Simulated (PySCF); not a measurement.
Isomers of C5H9NO, mass 99.068 u with the commonest isotopes. Method used: PBE0-D3(BJ)/def2-SVP geometry optimisation, gas phase (PySCF). One conformer each, none proved a minimum here; rigid rotors.

Question: Order these by rotational constant A, largest first.
A. `[CH3:1][CH2:2]/[CH:3]=[CH:4]/[C:5]([NH2:6])=[O:7]` with C1–C2–C3–C4 -120°, C3–C4–C5–N6 -179°, C4–C5–N6–H 0° and 180°
B. `[CH3:1][C:2](=[O:3])[NH:4][CH:5]1[CH2:6][CH2:7]1` with C1–C2–N4–C5 180°, C2–N4–C5–C6 -142°
C. `[CH2:1]=[CH:2][C:3](=[O:4])[N:5]([CH3:6])[CH3:7]` with C1–C2–C3–O4 5°

Answer: A (7454 MHz), B (6700 MHz), C (4828 MHz).

Question: Order these by radius of gyration √(Σ m r²/M), smallest first.
A. `[CH2:1]=[CH:2][C:3](=[O:4])[N:5]([CH3:6])[CH3:7]` with C1–C2–C3–O4 5°
B. `[CH3:1][CH2:2]/[CH:3]=[CH:4]/[C:5]([NH2:6])=[O:7]` with C1–C2–C3–C4 -120°, C3–C4–C5–N6 -179°, C4–C5–N6–H 0° and 180°
C. `[CH3:1][C:2](=[O:3])[NH:4][CH:5]1[CH2:6][CH2:7]1` with C1–C2–N4–C5 180°, C2–N4–C5–C6 -142°

Answer: A (1.893 Å), C (2.012 Å), B (2.248 Å).

Question: Order these by rotational constant B, smallest first.
A. `[CH3:1][CH2:2]/[CH:3]=[CH:4]/[C:5]([NH2:6])=[O:7]` with C1–C2–C3–C4 -120°, C3–C4–C5–N6 -179°, C4–C5–N6–H 0° and 180°
B. `[CH2:1]=[CH:2][C:3](=[O:4])[N:5]([CH3:6])[CH3:7]` with C1–C2–C3–O4 5°
C. `[CH3:1][C:2](=[O:3])[NH:4][CH:5]1[CH2:6][CH2:7]1` with C1–C2–N4–C5 180°, C2–N4–C5–C6 -142°

Answer: A (1128 MHz), C (1454 MHz), B (1993 MHz).

| SMILES | point group | Ia (u·Å²) | Ib (u·Å²) | Ic (u·Å²) | κ | μa (D) | μb (D) | μc (D) |
| --- | --- | --- | --- | --- | --- | --- | --- | --- |
| CC(=O)NC1CC1 | near Cs | 75.42 | 347.51 | 379.45 | -0.95 | 1.32 | 3.40 | 0.04 |
| CC/C=C/C(N)=O | C1 | 67.80 | 447.91 | 485.72 | -0.97 | 0.49 | 3.43 | 0.30 |
| C=CC(=O)N(C)C | – | 104.69 | 253.61 | 351.44 | -0.67 | 1.41 | 3.18 | 0.05 |
